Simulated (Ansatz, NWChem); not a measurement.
**How basis sets differ on GaHOF (SMILES [OH][Ga][F])**

The species is GaHOF (4 atoms), meant as a doublet with charge 0. As SMILES, `[OH][Ga][F]`. The shape is that of a PBE0-D4/def2-TZVP optimisation.

```xyz
4

O    -0.9285    0.0612   -0.3333
Ga    0.8024    0.2143    0.1174
F     1.4501   -1.1480    1.0230
H    -1.2684    0.8123   -0.8274
```

Quantity: the dipole moment, in D. The values are calculated.

```
                           level          kind  program  value (D)
                      UHF/STO-3G  Hartree–Fock   Ansatz       1.29
                       UHF/3-21G  Hartree–Fock   Ansatz       4.19
                       UHF/6-31G  Hartree–Fock   NWChem       4.79
UHF/6-31G* (spherical functions)  Hartree–Fock   NWChem       3.88
                    UHF/def2-SVP  Hartree–Fock   Ansatz       3.94
                    UHF/6-311G**  Hartree–Fock   NWChem       4.02
```

All-electron rows without a relativistic Hamiltonian named are non-relativistic. The values span 1.29 to 4.79 D. Sets without polarisation functions give poor dipoles. Without the sets that lack polarisation functions the rows with a basis span only 3.88 to 4.02 D.
